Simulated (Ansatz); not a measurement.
calicene (C₈H₆), SMILES C1=CC(=C2C=C2)C=C1.

Coordinates come from a B3LYP-D3(BJ)/def2-SVP optimisation.

Two levels are set side by side: PBE/def2-SVPD (Ansatz, a first-principles code) and CAM-B3LYP/def2-SVPD (Ansatz). Energy differences of separate SCF runs at the same geometry; the states with an electron removed or added have multiplicity 2 and 2. Differences are taken from unrounded values.

```csv
quantity,PBE
vertical ionisation energy (eV),7.45
vertical singlet–triplet gap (eV),2.75
```

Problem. These are the PBE values. What does CAM-B3LYP give? (Estimate from the structure and the level; the computed values follow.)

Solution. 
```csv
quantity,CAM-B3LYP,PBE minus CAM-B3LYP
vertical ionisation energy (eV),7.43,0.02
vertical singlet–triplet gap (eV),2.71,0.04
```

Here PBE gives about what the other level gives.
